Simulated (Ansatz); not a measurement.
Question: Name a neutral molecule of B, Cl, F, S and H with size of the dipole moment (ωB97M-V/def2-TZVPP) between 1.10 and 1.40 D and HOMO energy (ωB97M-V/def2-TZVPP) between -10.55 and -10.25 eV (Ansatz, PBE0-D4/def2-TZVP geometry).

Answer: `FB(S)Cl` (1.15 D, -10.55 eV). Other molecules can fit too; these were computed, each in one conformer that needn't be the lowest.
